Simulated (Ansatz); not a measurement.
Two isomers of C2H5NSi: A = `C1=C[SiH2]N1`, B = `C=C1N[SiH2]1`.

Calculated with Ansatz (gas phase, PBE0-D4/def2-TZVP geometries, no zero-point term in ΔE). CCSD(T)/CBS adds triple-zeta CCSD(T) − MP2 to the extrapolated MP2 energy (def2 sets, frozen cores). DFT in def2-TZVPP. B3LYP here is the variant with VWN-RPA as its local correlation; programs differ in this.

Task: Which isomer does CCSD(T)/CBS put lower? Give the gap. (An estimate is asked.)

Result: Ansatz gave: A, by 88.3 kJ/mol.

Task: Give E(B) − E(A) in kJ/mol with B2PLYP, B3LYP, PBE-D4, CCSD/def2-TZVPP, CCSD(T)/def2-SVP, MP2/def2-TZVPP, CCSD(T)/def2-TZVPP. (Best estimate.)

Result: The calculation gave: B2PLYP 81.0, B3LYP 74.3, PBE-D4 73.0, CCSD/def2-TZVPP 89.2, CCSD(T)/def2-SVP 83.7, MP2/def2-TZVPP 89.6, CCSD(T)/def2-TZVPP 88.0. None reverses the order clearly.

Task: Does the order hold for the free energy at 298.15 K (harmonic terms from PBE0-D4)? (An estimate is asked.)

Result: The calculation gave: Yes: G(B) − G(A) = +82.9 kJ/mol.

Largest T1 diagnostic: 0.014.

From PBE to PBE0 (25 % exact exchange), in def2-TZVPP and without D4, E(B) − E(A) moves by +9.5 kJ/mol. Leaving LDA and LC-ωPBE aside and taking each functional with its dispersion term where it has one, the values, not all of them listed here, spread over 23.6 kJ/mol, from BLYP-D4 to PBE-QIDH. LDA lies +4.8 kJ/mol from PBE without D4.
